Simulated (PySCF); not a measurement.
NbO, SMILES [O]=[Nb] (connectivity only; charge and spin as stated), neutral, multiplicity 4.

The structure is a stationary point at B3LYP-D3(BJ)/def2-TZVPD. The spin state was assumed, not searched. The def2 effective core potentials stand for the cores of Nb; spin–orbit coupling is left out.

Calculation: PySCF with r2SCAN/def2-TZVPD.

The molecule is in vacuum.

**Question.** Estimate the frontier levels, dipole moment and polarisability. (Estimate from the structure and the level; the computed values follow.)

**Answer.** 
```yaml
"α spin, highest occupied and lowest empty level": -4.43 and -2.61 eV
"β spin, highest occupied and lowest empty level": -8.45 and -2.04 eV
dipole_moment: 3.75 D
mean_static_polarisability: 76.4 bohr³ (11.32 Å³)
polarisability_principal_values: 67.6, 80.8, 80.8 bohr³
"⟨S²⟩": 3.785 (pure state 3.75)
```
